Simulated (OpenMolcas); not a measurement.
Re3+: moving or changing the point charges

Re3+ among 8 point charges of -1 e arranged as a cube (Oh), 2 Å from the ion.

```json
{"Program": "OpenMolcas", "Method": "SS-CASPT2, IPEA 0.25 Eh, imaginary shift 0.1 Eh (closed shells correlated: 5s 5p)", "Basis": "ANO-RCC-VDZP [7s6p4d2f1g]", "Scalar Hamiltonian": "DKH2, point nucleus", "Active space": "4 electrons in 5 orbitals (5d)", "State averaging": "2S+1 = 5 even, 5 roots; 2S+1 = 3 even, 45 roots; 2S+1 = 1 even, 50 roots", "Spin-orbit coupling": "state interaction with AMFI integrals over the reference wave functions"}
```

Runs around this geometry, states (labels of O, the rotations of Oh). Energies in cm-1 above the lowest state or level, χT in cm3 K/mol; under a threefold ground state the first gap can be a small split of the lowest multiplet, not the spin-orbit step.

```
R (Å)  q (e)  Ground state  First state of that spin  First gap with spin-orbit (degeneracies)  χT at 300 K  First state of another spin
    2   -0.8           5T2                   5E 6360                               3330 (1, 3)        0.098                    3T1 10170
 1.85     -1           5T2                  5E 11180                               4210 (1, 3)        0.096                     1A1 2820
    2     -1           5T2                   5E 8000                               3520 (1, 3)        0.101                     3T1 8320
 2.13     -1           5T2                   5E 6050                               3360 (1, 3)        0.096                    3T1 10270
```

Taking the first state of the same spin as R^-n, n = -ln(6050 / 11180) / ln(2.13 / 1.85) = 4.4 between the shortest and longest distance.

Scaling the charges by -0.8 / -1 = 0.80 scales the first state of the same spin by 6360 / 8000 = 0.80; with fixed orbitals a first-order splitting would follow the charge.

Roots that are degenerate in the reference are averaged as groups; the widest CASPT2 spread within a group is 260 cm-1 (the 3-fold group of multiplicity 3 near 10200 cm-1 above the lowest state of its run, R = 2, q = -0.8). Shifts and gaps below about the spread of the groups concerned are not significant. Point charges give a weaker field than real ligands, and real ions of this kind are as a rule low spin; the high spin found here belongs to the model. Free-ion shares, where given, are those of the reference states; single-state CASPT2 does not remix them. Spin-orbit coupling mixes the spin-free states strongly: the lowest level takes only 53 % from its leading state, 5T2 (figures for R = 2, q = -0.8; the like holds for R = 1.85, q = -1, R = 2, q = -1, R = 2.13, q = -1). This shell can be high or low spin here, a state of another spin lies low, and with metal d orbitals alone active their balance is uncertain, so the ground spin may be wrong (holds for R = 1.85, q = -1). Point charges carry no covalency, so the field is a model and not that of real ligands. No measured value stands beside these numbers.
